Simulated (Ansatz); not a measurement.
Ansatz (a program for electronic structure) input (RPA@PBE/cc-pV(T+d)Z):
A basis named .json is the Basis Set Exchange file of that set.

Ansatz 0.2 input:
```yaml
crystal:
  periodic: [false, false, false]
  atoms:
    - {symbol: Si, position_ang: [-0.11279078, -0.04753227, 0.67989811]}
    - {symbol: O, position_ang: [0.43321028, -1.25423642, -0.49036843]}
    - {symbol: H, position_ang: [1.18036507, -0.89573951, -0.98392959]}
    - {symbol: O, position_ang: [-0.28070294, 1.31850603, -0.42893945]}
    - {symbol: H, position_ang: [-0.82135288, 1.04703434, -1.18018088]}
basis:
  gaussian:
    orbitals: cc-pV_T+d_Z.json
hamiltonian:
  xc: pbe
total_charge: -1
magnetization: {spin_polarized: true, initial_magnetization: 1}
correlation: {method: rpa, electrons: outside_noble_gas}
```

End of the output:

```
integrals: 0.11 GiB planned
769 factors; integrals over basis functions are off by at most 6.7e-4 eV
mean field: 0.39 GiB planned
mean field evaluation 1: about -11997.7605 eV, gradient 1.8e1 eV
mean field evaluation 2: about -11997.7598 eV, gradient 1.8e1 eV
mean field evaluation 4: about -11998.8870 eV, gradient 4.1e0 eV
mean field evaluation 8: about -11998.9751 eV, gradient 6.7e-2 eV
mean field evaluation 16: about -11998.9751 eV, gradient 2.9e-5 eV
mean field evaluation 32: about -11997.0835 eV, gradient 1.5e0 eV
mean field -11998.97511185 eV, -440.9542021631 hartree, gradient 9.0e-7 eV, S^2 0.756770; 4 other end points of the search recorded, 0 dependent functions left out
7 core orbitals not correlated
reference -11969.89526956 eV, -439.8855376698 hartree; 10, 9 occupied and 110, 111 virtual orbitals, 769 factors
Total energy: -11995.43532255 eV, -440.8241173055 hartree
```
